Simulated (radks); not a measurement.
Results of a calculation; reference values are marked as such.
Successive ionisation energies (eV) of one element, from differences of total energies of ions in their ground configurations, starting at charge 0: 10.079, 23.335, 47.323, 63.425, 398.69, 480.58. Level of theory: Dirac Kohn-Sham, exchange-only PBE, spin-unpolarised, spherical densities, finite nucleus; open shells fill j = l - 1/2 first; Fermi nuclear charge, rms radius 2.4702 fm (a radial shooting solver on a logarithmic mesh with Libxc functionals). Which element is it?

Answer. Carbon (Z = 6). The first species listed is C in [He] 2s2 2p2, the last C5+ in 1s1.
